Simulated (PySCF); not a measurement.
Species: C3H7N, net charge 0, singlet state. 
Geometry from a B3LYP-D3(BJ)/def2-TZVP (Ansatz) optimisation:
SMILES: NC1CC1
```xyz
11

C     -0.8497    -0.8470     0.0764
C     -1.0015     0.6153    -0.2526
C      0.2265     0.1266     0.4582
N      1.4480     0.0820    -0.3035
H     -0.6250    -1.5170    -0.7419
H     -1.4652    -1.2665     0.8604
H     -1.7210     1.1983     0.3059
H     -0.8762     0.9048    -1.2868
H      0.2917     0.3716     1.5171
H      1.9213     0.9779    -0.2898
H      2.0862    -0.6120     0.0679
```
Charge 0, spin multiplicity 1.

Dispersion corrections to the total energy (kcal/mol) from the dftd3 and dftd4 libraries through PySCF: D3(BJ) without and D4 with the three-body term, each with the damping fitted for the functional named.

| functional | D3(BJ) | D4 |
|---|---|---|
| BLYP | -8.73 | -8.84 |
| revPBE | -11.26 | -14.32 |
| BP86 | ___ | -4.89 |
| B2GP-PLYP | -2.15 | ___ |
| BHLYP | -5.29 | -4.08 |
| LC-wPBE | ___ | -4.23 |
| TPSS | -5.20 | -5.23 |

Q: Complete the blanks.

A: 
- BP86, D3(BJ): -6.14
- B2GP-PLYP, D4: -1.56
- LC-wPBE, D3(BJ): -3.68
